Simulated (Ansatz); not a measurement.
Frontier orbitals of C₃H₈AlF.

```xyz
13

C     0.7063   -1.5407   -0.4422
C     0.6083   -0.0633   -0.5666
F    -1.6426    2.2043   -0.5790
C     0.8917    0.8148    0.4072
Al   -1.5499    0.9003    0.4601
H    -0.2251   -2.0194   -0.7515
H     0.9427   -1.8476    0.5774
H     1.4944   -1.9086   -1.1070
H     0.3218    0.3261   -1.5427
H     0.8815    1.8840    0.2199
H     1.2115    0.4838    1.3898
H    -1.4621    1.2201    2.0119
H    -2.1786   -0.4540   -0.0774
```

Charge 0, multiplicity 1. The bonds changed during the relaxation, so this is another structure than the one it started from. All single points use the PBE0-D4/def2-TZVP geometry. It is one conformer, not always the lowest. Basis def2-TZVPP, the Gaussian-basis code of Ansatz.

Orbital energies of one run (eV). Highest occupied ones, from the top: -6.74, -7.51, -8.78, -8.98, -9.10, -9.42, -9.86, -10.53, -11.31, -11.43, -12.60, -14.61, -17.88, -20.70. Empty: -2.40, -0.63, 0.07, 0.46, 0.93, 0.97.

Problem. Which functional gave them?
A. r2SCAN0
B. LDA (SPW92)
C. ωB97M-V
D. HSE06 (plane-wave form)

Solution. B. HOMO energies: LDA (SPW92) -6.74, ωB97M-V -10.17, r2SCAN0 -8.16, HSE06 -7.55 eV.
